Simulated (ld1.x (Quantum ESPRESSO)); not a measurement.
# niobium: one change to a TM semilocal potential, before and after

* Element: Nb
* Generator: ld1.x (Quantum ESPRESSO) 7.5
* Type: norm-conserving Troullier–Martins (semilocal form)
* Functional: BLYP
* Relativity: scalar-relativistic
* Frozen core: [Kr]
* Valence charge: 5
* Reference configuration: 4d4 5s1 5p0
* Partial waves: 5s (bound): rc 3.10 bohr; 5p (bound, empty): rc 3.15 bohr; 4d (bound): rc 1.55 bohr
* Local potential: the d channel
* Core correction: a·sin(br)/r model core inside 0.85 bohr

Change: functional PBEsol.

Cutoffs: the cutoffs (Ry, on a coarse ladder) from which the occupation-weighted sum of valence levels, in a spherical-Bessel basis at the reference potential, stays within 10 and 1 mRy of its value at 400 Ry; they do not see the model core or the augmentation charge, which bear on the density cutoff. Errors are all-electron minus pseudo energies relative to the spin-unpolarised reference configuration.

Q: How do hardness, ghosts and transferability respond?

A: The potential gets neither clearly harder nor softer (40 Ry and 50 Ry → 40 Ry and 50 Ry); of the 7 tests that both files solve, the error grows in 3 and shrinks in 0 by more than 15 % and 0.3 meV (median size 37.0 → 41.2 meV); neither file shows a bound ghost. A semilocal file is local in each channel, so a ghost entry of none says nothing of the separable form that plane-wave codes build from it.

```csv
quantity,base,changed
"cutoff, loose",40 Ry,40 Ry
"cutoff, tight",50 Ry,50 Ry
bound ghosts,none,none
"error for 4d4 5s0 5p0, meV [ΔE 6.67 → 6.65 eV]",-13,-17
"error for 4d3 5s0 5p0, meV [ΔE 20.66 → 20.68 eV]",-54,-61
"error for 4d2 5s0 5p0, meV [ΔE 45.31 → 45.38 eV]",-414,-455
"error for 4d4 5s0 5p1, meV [ΔE 2.98 → 2.99 eV]",-2.7,-3.5
"error for 4d1 5s0 5p0, meV [ΔE 82.12 → 82.25 eV]",-1411,-1539
"error for 4d5 5s0 5p0, meV [ΔE 1.34 → 1.28 eV]",-37,-41
"error for 4d4 5s0.5 5p0, meV [ΔE 2.63 → 2.65 eV]",-3.3,-4.1
s: phases at 3.38 bohr within 0.05 rad from the reference energy up to (Ry; the scan ends near 5),1.6,1.6
p: phases at 3.38 bohr within 0.05 rad from the reference energy up to (Ry; the scan ends near 5),1.3,1.3
d: phases at 3.38 bohr within 0.05 rad from the reference energy up to (Ry; the scan ends near 5),to the end of the scan,to the end of the scan
```
